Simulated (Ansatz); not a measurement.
SbH2(OtBu) (C₄H₁₁OSb), 17 atoms. Hardware: 4 threads of Intel Xeon Platinum 8259CL on a shared host.

In the def2 sets Sb takes a core potential; there is no spin–orbit coupling. Correlated methods freeze 9 core orbitals; core or outer-core shells of Sb are correlated, in sets that lack core-valence functions.

How many basis functions does each of these Ansatz runs have, and roughly what does it cost? CCSD(T)/def2-SVP, charge 0 singlet, energy, from earlier orbitals; PBE0-D4/def2-SVP, charge 0 singlet, energy, from earlier orbitals; PBE-D4/def2-TZVP, charge 0 singlet, energy and forces, from earlier orbitals; CAM-B3LYP-D4/def2-TZVP, charge 0 singlet, energy, from earlier orbitals; r2SCAN-D4/def2-TZVP, charge 0 singlet, energy, from earlier orbitals; MP2/def2-TZVP, charge 0 singlet, energy, from earlier orbitals; PBE-D4/def2-SVP, charge 0 singlet, energy, from earlier orbitals; PBE-D4/def2-SVP, charge 0 singlet, relaxation, 7 steps; B97M-V/def2-TZVP, charge 0 singlet, energy, from earlier orbitals; LDA (SPW92)/def2-TZVP, charge 0 singlet, energy, from earlier orbitals; PBE0-D4/def2-TZVP, charge 0 singlet, energy, from earlier orbitals.

Other jobs shared the machine, so times can vary by a factor of up to 3. A dash marks memory too small to be measured apart from the calling script's.

| run | functions | fitting or Cholesky vectors | wall time | peak host memory (GiB) |
| --- | --- | --- | --- | --- |
| PBE-D4/def2-SVP, charge 0 singlet, energy, from earlier orbitals | 151 | 1729 | 2 s | – |
| LDA (SPW92)/def2-TZVP, charge 0 singlet, energy, from earlier orbitals | 271 | 1738 | 2.5 s | – |
| PBE0-D4/def2-SVP, charge 0 singlet, energy, from earlier orbitals | 151 | 1775 | 2.7 s | – |
| PBE-D4/def2-TZVP, charge 0 singlet, energy and forces, from earlier orbitals | 271 | 1738 | 4.2 s | – |
| PBE0-D4/def2-TZVP, charge 0 singlet, energy, from earlier orbitals | 271 | 1796 | 5.5 s | 0.9 |
| r2SCAN-D4/def2-TZVP, charge 0 singlet, energy, from earlier orbitals | 271 | 1738 | 6 s | – |
| CAM-B3LYP-D4/def2-TZVP, charge 0 singlet, energy, from earlier orbitals | 271 | 1791 | 6.5 s | 1 |
| MP2/def2-TZVP, charge 0 singlet, energy, from earlier orbitals | 271 | 2014 | 7 s | 0.92 |
| PBE-D4/def2-SVP, charge 0 singlet, relaxation, 7 steps | 151 | 1729 | 13 s | – |
| B97M-V/def2-TZVP, charge 0 singlet, energy, from earlier orbitals | 271 | 1738 | 13 s | 0.56 |
| CCSD(T)/def2-SVP, charge 0 singlet, energy, from earlier orbitals | 151 | 1620 | 38 s | 1.6 |
